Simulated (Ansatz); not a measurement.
Reaction (formal hydrolysis of a B–Si bond): `COB(N)[SiH3]` + H₂O → `COB(N)O` + SiH₄

Gas-phase electronic energies from Ansatz, PBE0-D4/def2-TZVP geometries. CBS: MP2 limit from def2 TZ/QZ plus the TZ coupled-cluster correction, frozen cores. This one scheme is used for every species. DFT in def2-TZVPP. B3LYP here is the variant with VWN-RPA as its local correlation; programs differ in this. Each species was taken in one conformer, which may not be the lowest.

CCSD(T)/CBS gives -130.0 kJ/mol.

Another level gave -127.7 kJ/mol. Which?
A. PBE0/def2-TZVPP
B. PBE/def2-TZVPP
C. B3LYP-D4/def2-TZVPP
D. HF/def2-TZVPP

A. PBE0 -127.7, B3LYP-D4 -133.6, HF/def2-TZVPP -165.5, PBE -119.5 kJ/mol.

Largest T1 diagnostic among the species: 0.013.

The D4 term adds +6.2 kJ/mol with B3LYP and +3.6 kJ/mol with PBE0; it sums over pairs of atoms, weighted by their polarisabilities, and B3LYP, whose exchange is more repulsive, gets the larger term. From PBE to PBE0 (25 % exact exchange), in def2-TZVPP and without D4, ΔE moves by −8.2 kJ/mol.
